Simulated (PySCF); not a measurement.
SMILES N[SiH2][SiH2][SiH2]N (GFN2-xTB optimised geometry):

```
15

Si    -2.515    -0.077     0.000
N     -3.287    -0.809     1.366
Si    -0.198    -0.077     0.000
Si     0.877     0.940    -1.784
N      2.608     0.928    -1.751
H     -3.070     1.281     0.000
H     -3.071    -0.828    -1.131
H     -3.189    -1.805     1.487
H     -3.189    -0.359     2.262
H      0.295    -1.467     0.145
H      0.295     0.508     1.269
H      0.561     2.369    -1.881
H      0.569     0.288    -3.062
H      3.077     0.042    -1.849
H      3.071     1.467    -1.037
```

Computed with PBE0/def2-TZVP (PySCF).

What are the frontier orbital energies and the dipole moment?

HOMO-2 -8.93 eV, HOMO-1 -7.57 eV, HOMO -6.61 eV, LUMO -0.51 eV, LUMO+1 0.04 eV; dipole moment 2.20 D.

On the same geometry PBE/def2-TZVP run with PySCF gives HOMO-2 -7.60 eV, HOMO-1 -6.21 eV, HOMO -5.39 eV, LUMO -1.29 eV, LUMO+1 -0.75 eV; dipole moment 2.18 D.

Meta-Löwdin charges at PBE0/def2-TZVP: Si1 0.53, N2 -0.73, Si3 -0.01, Si4 0.53, N5 -0.73, H6 -0.10, H7 -0.10, H8 0.24, H9 0.24, H10 -0.07, H11 -0.07, H12 -0.10, H13 -0.10, H14 0.24, H15 0.24.
